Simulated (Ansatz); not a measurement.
Basis-set series for Ge3H12Si3 (`[SiH2]1[SiH2][GeH2][GeH2][GeH2][SiH2]1`). The species carries charge 0 and has multiplicity 1. The structure was optimised at the PBE0-D4/def2-TZVP level.

| functional | basis | functions | energy (Eh) | HOMO (eV) | LUMO (eV) |
| --- | --- | --- | --- | --- | --- |
| PBE0-D4 | def2-SVP | 210 | -7104.55069 | -7.59 | -0.48 |
| PBE0-D4 | def2-TZVPP | 438 | -7105.63866 | -7.55 | -0.64 |
| ωB97M-V | def2-SVP | 210 | -7105.23003 | -9.47 | 1.32 |
| ωB97M-V | def2-TZVPP | 438 | -7106.31914 | -9.47 | 1.03 |

Task: Give the rows for def2-QZVPP. (Estimate.)

Result: Ansatz gave: 
```tsv
functional	basis	functions	energy (Eh)	HOMO (eV)	LUMO (eV)
PBE0-D4	def2-QZVPP	837	-7105.80136	-7.55	-0.71
ωB97M-V	def2-QZVPP	837	-7106.47713	-9.46	0.79
```

Positive LUMOs are unbound and depend on the basis. Scalar relativity is left out up to krypton.
